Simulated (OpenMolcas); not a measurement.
# V3+: effect of the active space

```json
{
  "Program": "OpenMolcas 26.06",
  "Method": "CASSCF or its RAS form",
  "Basis": "ANO-RCC-VQZP",
  "Scalar Hamiltonian": "DKH2, point nucleus",
  "Spin-orbit coupling": "RASSI with atomic mean-field integrals over the reference wave functions, term energies averaged over their components"
}
```

A. 2 electrons in 5 orbitals (3d); 2S+1 = 3 even, 10 roots; 2S+1 = 1 even, 15 roots; cost of the order of 7 core-seconds
B. 8 electrons in 8 orbitals (RAS1 3p, at most 2 holes; RAS2 3d); 2S+1 = 3 even, 10 roots; 2S+1 = 1 even, 15 roots; cost of the order of 24 core-seconds
C. 2 electrons in 10 orbitals (3d 4d); 2S+1 = 3 even, 10 roots; 2S+1 = 1 even, 15 roots; cost of the order of 16 core-seconds

Energies in cm-1 above 3d2 3F2, the measured ground level; measured values from Sugar and Corliss, J. Phys. Chem. Ref. Data 7, 1191 (1978).

| Level | A | B | C | Measured |
| --- | --- | --- | --- | --- |
| 3d2 3F2 | 0.0 | 0.0 | 0.0 | 0.0 |
| 3d2 3F3 | 320 | 341 | 323 | 325 |
| 3d2 3F4 | 736 | 781 | 742 | 735 |
| 3d2 1D2 | 13981 | 12816 | 13559 | 10959 |
| 3d2 3P0 | 16529 | 15717 | 16098 |  |
| 3d2 3P1 | 16640 | 15835 | 16208 | 13239 |
| 3d2 3P2 | 16880 | 16084 | 16445 | 13458 |
| 3d2 1G4 | 21490 | 22385 | 20848 | 18391 |
| 3d2 1S0 | 52182 | 46367 | 49715 | 42462 |

Deviations, from unrounded energies. A percentage is the sum of absolute deviations over the sum of measured energies, with the sign that they share, or ± where signs differ.

```tsv
Against measurement	Levels	A	B	C
mean absolute deviation (cm-1)	7	3200	2100	2600
fine structure of the ground term (%)	2	±0.6	+5.8	±0.9
other terms of the ground configuration (%)	5	+23.0	+15.2	+18.5
```

B lies closest to measurement on these levels and A furthest from it. The largest miss of B in the table is 3d2 1G4, by +4000 cm-1. The ranking rests on the paired levels alone, and a cruder setting can come out closer through cancelling errors.

Among A to C the level of the table that moves most is 3d2 1S0, by 5800 cm-1 (lowest in B, highest in A).

Without dynamic correlation excited terms often stand tens of per cent too high (terms of higher spin than the ground term too low), and those without a measured partner can miss by more than the paired ones. Active for correlation alone: 3p; no level in the range computed is led by a configuration that opens it, so any true level of that kind is missing (holds for B). Active for correlation alone: 4d; no level in the range computed is led by a configuration that fills it, so any true level of that kind is missing (holds for C). Computed and measured levels are paired by configuration, term and J; levels that our copy of the source lacks, or whose pairing is in doubt (as where it misses far off the trend of its configuration), stay unpaired and out of the deviations. Levels of configurations outside the active space are missing.
